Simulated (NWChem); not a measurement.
System: hexafluorodisilane (Si2F6); SMILES [Si](F)([Si](F)(F)F)(F)F

Input file for NWChem:

```
start job
memory heap 200 mb stack 900 mb global 1100 mb
geometry units angstroms noautosym nocenter noautoz
  F      0.388607    -1.446788     1.719495
  Si     0.000000     0.000000     1.157955
  F      1.058652     1.059938     1.719495
  F     -1.447259     0.386850     1.719495
  Si     0.000000     0.000000    -1.157958
  F      1.449579    -0.378071    -1.719494
  F     -1.052208    -1.066337    -1.719494
  F     -0.397371     1.444407    -1.719494
end
basis spherical
  * library aug-cc-pvdz
end
dft
  xc xpbe96 cpbe96
  iterations 150
  semidirect filesize 400000000
end
property
  response 1 0.0
end
task dft property
```

Excerpt of the output:

```
             Northwest Computational Chemistry Package (NWChem) 7.3.0
             --------------------------------------------------------

                             Geometry "geometry" -> ""
                             -------------------------

 Output coordinates in angstroms (scale by  1.889725989 to convert to a.u.)

  No.       Tag          Charge          X              Y              Z
 ---- ---------------- ---------- -------------- -------------- --------------
    1 F                    9.0000     0.38860700    -1.44678800     1.71949500
    2 Si                  14.0000     0.00000000     0.00000000     1.15795500
    3 F                    9.0000     1.05865200     1.05993800     1.71949500
    4 F                    9.0000    -1.44725900     0.38685000     1.71949500
    5 Si                  14.0000     0.00000000     0.00000000    -1.15795800
    6 F                    9.0000     1.44957900    -0.37807100    -1.71949400
    7 F                    9.0000    -1.05220800    -1.06633700    -1.71949400
    8 F                    9.0000    -0.39737100     1.44440700    -1.71949400

 Effective nuclear repulsion energy (a.u.)     614.0342055886

  pbe96 is a nonlocal functional; adding pw91lda local functional.
                              NWChem Property Module
                              ----------------------

                                 NWChem DFT Module
                                 -----------------

 Summary of "ao basis" -> "ao basis" (spherical)
 ------------------------------------------------------------------------------
       Tag                 Description            Shells   Functions and Types
 ---------------- ------------------------------  ------  ---------------------
 F                        aug-cc-pvdz                9       23   4s3p2d
 Si                       aug-cc-pvdz               11       27   5s4p2d

            General Information
            -------------------
          SCF calculation type: DFT
          Wavefunction type:  closed shell.
          No. of atoms     :     8
          No. of electrons :    82
           Alpha electrons :    41
            Beta electrons :    41
          Charge           :     0
          Spin multiplicity:     1
          Use of symmetry is: off; symmetry adaption is: off
          Maximum number of iterations: 150
          AO basis - number of functions:   192
                     number of shells:    76
          Convergence on energy requested:  1.00D-06
          Convergence on density requested:  1.00D-05
          Convergence on gradient requested:  5.00D-04

              XC Information
              --------------
          PerdewBurkeErnzerhof Exchange Functional  1.000
            Perdew 1991 LDA Correlation Functional  1.000 local
           PerdewBurkeErnz. Correlation Functional  1.000 non-local

             Grid Information
             ----------------
          Grid used for XC integration:  medium
          Radial quadrature: Mura-Knowles
          Angular quadrature: Lebedev.
          Tag              B.-S. Rad. Rad. Pts. Rad. Cut. Ang. Pts.
          ---              ---------- --------- --------- ---------
          F                   0.50       49          13.0       434
          Si                  1.10       88          14.0       590
          Grid pruning is: on
          Number of quadrature shells:   470
          Spatial weights used:  Erf1

      Superposition of Atomic Density Guess
      -------------------------------------

 Sum of atomic energies:       -1174.00351081

      Non-variational initial energy
      ------------------------------

 Total energy =   -1175.399199
 1-e energy   =   -2859.693928
 2-e energy   =    1070.260523
 HOMO         =      -0.420014
 LUMO         =       0.015257

------------------------------------------------------------
EAF file 0: "./job.aoints.0" size=649592832 bytes
------------------------------------------------------------
               write      read    awrite     aread      wait
               -----      ----    ------     -----      ----
     calls:     1239         0         0         0         0
   data(b): 6.50e+08  0.00e+00  0.00e+00  0.00e+00
   time(s): 0.00e+00  0.00e+00  0.00e+00  0.00e+00  0.00e+00
rate(mb/s): 0.00e+00  0.00e+00
------------------------------------------------------------

   convergence    iter        energy       DeltaE   RMS-Dens  Diis-err
 ---------------- ----- ----------------- --------- --------- ---------
 d= 0,ls=0.0,diis     1  -1177.3647297086 -1.79D+03  1.82D-02  2.38D+00
 d= 0,ls=0.0,diis     2  -1176.6527048484  7.12D-01  9.87D-03  1.11D+01
 d= 0,ls=0.0,diis     3  -1177.6200862630 -9.67D-01  8.57D-04  2.88D-02
 d= 0,ls=0.0,diis     4  -1177.6219868092 -1.90D-03  2.75D-04  6.13D-03
 d= 0,ls=0.0,diis     5  -1177.6225630761 -5.76D-04  3.18D-05  2.16D-05
  Resetting Diis
 d= 0,ls=0.0,diis     6  -1177.6225653197 -2.24D-06  5.06D-06  8.56D-07
 d= 0,ls=0.0,diis     7  -1177.6225654068 -8.72D-08  7.55D-07  3.54D-09

         Total DFT energy =    -1177.622565406849
      One electron energy =    -2860.409543663046
           Coulomb energy =     1172.670434158113
    Exchange-Corr. energy =     -103.917661490520
 Nuclear repulsion energy =      614.034205588604

 Numeric. integr. density =       81.999989501057

                       DFT Final Molecular Orbital Analysis
                       ------------------------------------

 Vector   39  Occ=2.000000D+00  E=-3.903167D-01
              MO Center=  1.9D-05, -1.8D-05, -1.5D-03, r^2= 5.6D+00
   Bfn.  Coefficient  Atom+Function         Bfn.  Coefficient  Atom+Function
  ----- ------------  ---------------      ----- ------------  ---------------
     5      0.270650  1 F  px                79     -0.270716  4 F  py
   129     -0.271403  6 F  py               174      0.270424  8 F  px
   151     -0.199660  7 F  px                55     -0.198261  3 F  px
    56      0.198051  3 F  py               152      0.196988  7 F  py
     8      0.179007  1 F  px                82     -0.179044  4 F  py

 Vector   40  Occ=2.000000D+00  E=-3.894699D-01
              MO Center=  1.6D-05, -1.6D-05,  1.5D-03, r^2= 5.6D+00
   Bfn.  Coefficient  Atom+Function         Bfn.  Coefficient  Atom+Function
  ----- ------------  ---------------      ----- ------------  ---------------
     5      0.271501  1 F  px                79     -0.271586  4 F  py
   129      0.271782  6 F  py               174     -0.270822  8 F  px
   151      0.199919  7 F  px                55     -0.198917  3 F  px
    56      0.198655  3 F  py               152     -0.197298  7 F  py
     8      0.179832  1 F  px                82     -0.179896  4 F  py

 Vector   41  Occ=2.000000D+00  E=-3.344379D-01
              MO Center=  2.4D-06, -2.1D-06,  1.9D-06, r^2= 3.6D+00
   Bfn.  Coefficient  Atom+Function         Bfn.  Coefficient  Atom+Function
  ----- ------------  ---------------      ----- ------------  ---------------
    27      0.370436  2 Si s                100      0.370425  5 Si s
    34     -0.217397  2 Si pz               107      0.217398  5 Si pz
     7      0.205104  1 F  pz                57      0.205103  3 F  pz
    80      0.205101  4 F  pz               130     -0.205102  6 F  pz
   153     -0.205102  7 F  pz               176     -0.205102  8 F  pz

 Vector   42  Occ=0.000000D+00  E=-7.284309D-02
              MO Center=  8.6D-04, -1.4D-03, -2.5D-07, r^2= 3.9D+00
   Bfn.  Coefficient  Atom+Function         Bfn.  Coefficient  Atom+Function
  ----- ------------  ---------------      ----- ------------  ---------------
    35      0.363718  2 Si px               108      0.365339  5 Si px
    36     -0.283422  2 Si py               109     -0.281306  5 Si py
    32      0.229705  2 Si px               105      0.229638  5 Si px
    33     -0.177855  2 Si py               106     -0.177941  5 Si py
   127     -0.168361  6 F  s                 77      0.167509  4 F  s

 Vector   43  Occ=0.000000D+00  E=-7.284286D-02
              MO Center= -8.6D-04,  1.4D-03, -9.5D-07, r^2= 3.9D+00
   Bfn.  Coefficient  Atom+Function         Bfn.  Coefficient  Atom+Function
  ----- ------------  ---------------      ----- ------------  ---------------
    36      0.363693  2 Si py               109      0.365351  5 Si py
    35      0.283410  2 Si px               108      0.281299  5 Si px
    33      0.229704  2 Si py               106      0.229637  5 Si py
    54     -0.181138  3 F  s                150      0.180881  7 F  s
    32      0.177853  2 Si px               105      0.177939  5 Si px

 Vector   44  Occ=0.000000D+00  E=-4.484324D-02
              MO Center= -1.6D-06,  1.7D-06, -7.0D-05, r^2= 7.7D+00
   Bfn.  Coefficient  Atom+Function         Bfn.  Coefficient  Atom+Function
  ----- ------------  ---------------      ----- ------------  ---------------
    27      1.320705  2 Si s                100     -1.320722  5 Si s
    28      0.541463  2 Si s                101     -0.541492  5 Si s
    26      0.328920  2 Si s                 99     -0.328923  5 Si s
     4     -0.314679  1 F  s                 54     -0.314658  3 F  s
    77     -0.314688  4 F  s                127      0.314661  6 F  s

------------------------------------------------------------
EAF file 0: "./job.aoints.0" size=984612864 bytes
------------------------------------------------------------
               write      read    awrite     aread      wait
               -----      ----    ------     -----      ----
     calls:     1878         6         0     11262     11262
   data(b): 9.85e+08  3.15e+06  0.00e+00  5.90e+09
   time(s): 0.00e+00  0.00e+00  0.00e+00  0.00e+00  0.00e+00
rate(mb/s): 0.00e+00  0.00e+00
------------------------------------------------------------

     Multipole analysis of the density
     ---------------------------------

     L   x y z        total         alpha         beta         nuclear
     -   - - -        -----         -----         ----         -------
     0   0 0 0     -0.000000    -41.000000    -41.000000     82.000000

     1   1 0 0      0.000005      0.000003      0.000003     -0.000000
     1   0 1 0     -0.000005      0.000006      0.000006     -0.000017
     1   0 0 1     -0.000012      0.000008      0.000008     -0.000028

     2   2 0 0    -42.601914   -129.493108   -129.493108    216.384302
     2   1 1 0      0.000007     -0.000004     -0.000004      0.000015
     2   1 0 1      0.000026      0.000013      0.000013     -0.000000
     2   0 2 0    -42.601883   -129.493062   -129.493062    216.384242
     2   0 1 1     -0.000015     -0.000035     -0.000035      0.000055
     2   0 0 2    -43.045133   -373.636441   -373.636441    704.227750

 *** CALLING NEW AORESP DRIVER FOR CLOSED AND OPEN SHELLS ***
 Entering AOResponse driver routine

--------------------------------------------------------------------------------

          -----------------------------------------------
          Solving response equations for perturbing field
          -----------------------------------------------

 number of frequencies:     1
 frequency in a.u.:  0.0000000E+00
 Perturbing field: electric
 Using El. Dipole Length Gauge

 Setting up CPKS with frequency omega =      0.00000000 a.u.

 STATIC response

                                NWChem CPHF Module
                                ------------------

  scftype          =     RHF
  nclosed          =       41
  nopen            =        0
  variables        =     6191
  # of vectors     =        3
  tolerance        = 0.10D-03
  level shift      = 0.00D+00
  max iterations   =       50
  max subspace     =       30

 SCF residual:    1.3039836275715016E-004

Iterative solution of linear equations
  No. of variables     6191
  No. of equations        3
  Maximum subspace       30
        Iterations       50
       Convergence  1.0D-04

   iter   nsub   residual    time
   ----  ------  --------  ---------
     1      3    3.42D+00      44.3
     2      6    1.91D+00      54.4
     3      9    3.14D-01      64.6
     4     12    3.56D-02      74.9
     5     15    6.75D-03      85.0
     6     18    5.89D-04      95.3
     7     21    1.11D-04     105.6
     8     24    2.38D-04     115.9
     9     27    2.90D-04     126.1
    10     30    8.84D-06     136.4

------------------------------------------------------------
EAF file 0: "./job.aoints.0" size=984612864 bytes
------------------------------------------------------------
               write      read    awrite     aread      wait
               -----      ----    ------     -----      ----
     calls:     1878         0         0         0         0
   data(b): 9.85e+08  0.00e+00  0.00e+00  0.00e+00
   time(s): 0.00e+00  0.00e+00  0.00e+00  0.00e+00  0.00e+00
rate(mb/s): 0.00e+00  0.00e+00
------------------------------------------------------------

 Electric Dipole Response Matrix (nonzero elements):

              1        2        3
    1   46.8882   0.0000  -0.0000
    2    0.0000  46.8882  -0.0000
    3   -0.0000  -0.0000  54.9977

 ------------------------------------------
 average:        49.59137 + I       0.00000

 DFT Linear Response polarizability / au
 Frequency  =       0.0000000 / au
              X              Y              Z
 -----------------------------------------------
 X      46.8882125      0.0000042     -0.0000374
 Y       0.0000042     46.8882063     -0.0000303
 Z      -0.0000351     -0.0000282     54.9976874
 -----------------------------------------------
 Eigenvalues =      46.8882146     46.8882042     54.9976874
 Isotropic   =      49.5913687
 Anisotropic =       8.1094781
 -----------------------------------------------

 Magnetic Dipole Response Matrix (nonzero elements):

 Exiting AOResponse driver routine
```

Level: PBE/aug-cc-pVDZ. Structure relaxed at the PBE0/def2-SVP level.
